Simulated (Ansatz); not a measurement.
Start from `Cl[SiH2]I` and change one element to get `ClCI`.

Ansatz, PBE0-D4/def2-TZVP geometries, multiplicity 1. 

Elements past krypton have def2 core potentials.

```
                                                                                  property  `Cl[SiH2]I`
                                                     HOMO–LUMO gap (B3LYP/def2-TZVPP) / eV         6.58
ideal-gas entropy at 298 K and 1 bar (rigid rotor, harmonic PBE0-D4/def2-TZVP) / J/(mol·K)          313
                                                     HOMO energy (ωB97M-V/def2-TZVPP) / eV       -10.07
                                          size of the dipole moment (B3LYP/def2-TZVPP) / D         0.98
                                                       HOMO–LUMO gap (PBE/def2-TZVPP) / eV         5.05
                                        size of the dipole moment (ωB97M-V/def2-TZVPP) / D         1.00
```

**Question.** What does the change do to each property? (An estimate is asked.)

**Answer.** Ansatz gave: 
```json
{"property": "HOMO–LUMO gap (B3LYP/def2-TZVPP) / eV", "`ClCI`": "5.75", "shift": "-0.83"}
{"property": "ideal-gas entropy at 298 K and 1 bar (rigid rotor, harmonic PBE0-D4/def2-TZVP) / J/(mol·K)", "`ClCI`": "296", "shift": "-17"}
{"property": "HOMO energy (ωB97M-V/def2-TZVPP) / eV", "`ClCI`": "-9.82", "shift": "0.25"}
{"property": "size of the dipole moment (B3LYP/def2-TZVPP) / D", "`ClCI`": "1.40", "shift": "0.42"}
{"property": "HOMO–LUMO gap (PBE/def2-TZVPP) / eV", "`ClCI`": "4.16", "shift": "-0.89"}
{"property": "size of the dipole moment (ωB97M-V/def2-TZVPP) / D", "`ClCI`": "1.40", "shift": "0.40"}
```

With PBE0 the HOMO rises by 0.31 eV and the LUMO falls by 0.50 eV, so the gap narrows by about 0.81 eV. PBE moves the HOMO by 0.34 eV and ωB97M-V by 0.25 eV. Dipoles are sizes alone; their direction can turn.

B3LYP here is the variant with VWN-RPA as its local correlation; programs differ in this.

Spin–orbit coupling is left out; it splits and shifts lone-pair levels of the heavy atoms by tenths of an eV.
